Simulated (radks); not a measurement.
The numbers below are computed, except where a source is named.
The europium ion Eu2+ inside a hard spherical wall (all orbitals vanish at R), configuration held at [Xe] 4f7 and not refilled when levels cross. Code: a radial shooting solver on a logarithmic mesh with Libxc functionals. Model: scalar-relativistic Kohn-Sham, LDA (Slater exchange, Perdew-Wang correlation), spin-polarised, spherical densities, finite nucleus; open shells are filled with parallel spins first (spin-orbit coupling, left out, can overturn this in heavy ions); Fermi nuclear charge, rms radius 5.1115 fm. Eigenvalues in eV for spin up, with the zero of energy where the potential of the charges vanishes at infinity; a dash marks a level that is unbound or too diffuse for the functional's potential to be trusted. A positive occupied level is held by the wall or, in an anion where self-interaction has pushed it up, behind a barrier. The pressure on the wall is -dE/dV.

| R (bohr) | E (hartree) | kinetic (hartree) | e(4d) | e(5s) | e(5p) | e(4f) | e(5d, empty) | e(6s, empty) | pressure (GPa) |
|---|---|---|---|---|---|---|---|---|---|
| free | -10835.5670 | 11604.003 | -149.75 | -59.485 | -38.256 | -17.862 | -14.120 | -14.109 | 0 |
| 20 | -10835.5670 | 11604.003 | -149.75 | -59.485 | -38.256 | -17.862 | -14.120 | -14.109 | < 0.0001 |
| 15 | -10835.5670 | 11604.003 | -149.75 | -59.485 | -38.256 | -17.862 | -14.120 | -14.109 | < 0.0001 |
| 12 | -10835.5670 | 11604.003 | -149.75 | -59.485 | -38.256 | -17.862 | -14.120 | -14.109 | < 0.0001 |
| 10 | -10835.5670 | 11604.003 | -149.75 | -59.485 | -38.256 | -17.862 | -14.120 | -14.107 | < 0.0001 |
| 8 | -10835.5670 | 11604.003 | -149.75 | -59.485 | -38.255 | -17.861 | -14.113 | -14.069 | 0.000465 |
| 7 | -10835.5669 | 11604.004 | -149.74 | -59.482 | -38.252 | -17.857 | -14.089 | -13.942 | 0.00504 |
| 6 | -10835.5665 | 11604.008 | -149.72 | -59.463 | -38.235 | -17.832 | -13.980 | -13.464 | 0.0646 |
| 3.5 | -10835.3829 | 11605.436 | -146.60 | -57.141 | -35.764 | -14.877 | -8.367 | 3.329 | 88.3 |
| 2.5 | -10833.2165 | 11617.080 | -131.73 | -44.621 | -20.767 | -0.538 | 15.012 | 63.474 | 2290 |
| 1.5 | -10796.4545 | 11754.880 | -49.564 | 81.783 | 127.12 | 87.886 | 197.00 | 470.52 | 130000 |
